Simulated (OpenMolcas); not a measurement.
Ni2+ with 4 ligands (bromide) in tetrahedral coordination (Td). A charge of +0.5 e stands 2.8 Å behind each ligand. Ligand basis ANO-RCC-VDZP.

```yaml
Program: OpenMolcas 26.06
Method: CASSCF
Basis: ANO-RCC-VDZP [5s4p2d1f]
Scalar_Hamiltonian: DKH2, point nucleus
Active_space: 8 electrons in 5 orbitals (3d)
State_averaging: 2S+1 = 3 even, 10 roots; 2S+1 = 1 even, 15 roots
Spin-orbit_coupling: RASSI with atomic mean-field integrals over the reference wave functions
```

All ligands move together. At R = 2.42 Å |10Dq| is 1832 cm-1, and at R = 2.58 Å it is 1262 cm-1.

Problem. A third run gives 1666 cm-1. What distance was it run at?

Solution. With a power law R^-n the two known points give n = -ln(1262 / 1832) / ln(2.58 / 2.42) = 5.82. Then R = 2.42 × (1832 / 1666)^(1/5.82) = 2.460 Å. The run was at 2.46 Å, so the estimate is off by 0 Å.

An orbital triplet at a regular site is open to Jahn-Teller coupling, which can distort the site and quench the lowest spin-orbit gaps and is left out. Without dynamic correlation the repulsion within the d shell is too large (B by tens of per cent), so at a given field states of lower spin stand too high. Ligand-to-metal charge-transfer states are missing. With no ligand orbital active B as a rule stays too high, so bands that hang on it stand too high and its fall with covalency is understated. With metal d orbitals alone and no dynamic correlation the field as a rule comes out too small, by tens of per cent, by up to half for chloride and softer ligands, and with too little covalency χT stands high. No measured value stands beside these numbers; the geometry is a model, was not optimised and need not be the one that this ion takes.
